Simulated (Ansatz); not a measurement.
Z-matrix (Å, degrees):
```
C
C 1 1.518
H 1 1.093 2 111.7
H 1 1.093 2 111.6 3 -120.1
H 1 1.094 2 111.2 3 119.9
Sb 2 2.179 1 113.1 3 62.8
H 2 1.093 1 111.5 3 -58.7
H 2 1.093 1 110.8 3 -178.5
C 6 2.192 2 95.2 1 -164.5
Si 6 2.568 2 93.1 1 -70.9
C 9 1.519 6 109.6 2 -69.4
C 9 1.518 6 110.6 2 166.7
H 9 1.094 6 105.4 2 48.3
H 10 1.489 6 111.2 2 71.8
H 10 1.492 6 110.5 2 -48.3
H 10 1.489 6 110.9 2 -168.3
H 11 1.093 9 112.3 6 59.3
H 11 1.095 9 111.3 6 -61.6
H 11 1.096 9 110.6 6 179.2
H 12 1.093 9 112.3 6 -60.1
H 12 1.094 9 111.4 6 60.7
H 12 1.096 9 110.6 6 179.7
```

The species carries charge 0 and has multiplicity 1. Sb: def2 effective core potential.

Question: List the CAM-B3LYP/def2-TZVPP orbital energies in eV (Ansatz). (Best estimate.)

Answer: Ansatz gave: Occupied: -1800.74, -279.02, -278.84, -278.63, -278.60, -278.58, -156.84, -145.34, -108.67, -108.66, -108.53, -100.66, -100.65, -100.65, -36.70, -36.69, -36.58, -36.58, -36.51, -23.77, -22.90, -20.95, -19.16, -18.00, -16.95, -15.50, -14.27, -14.09, -13.77, -13.02, -12.81, -12.38, -12.00, -11.57, -11.31, -11.13, -11.04, -10.95, -8.91, -8.65, -7.62. Lowest empty: 0.68, 0.72, 1.65, 1.83, 2.23, 2.32, 2.57, 2.91.
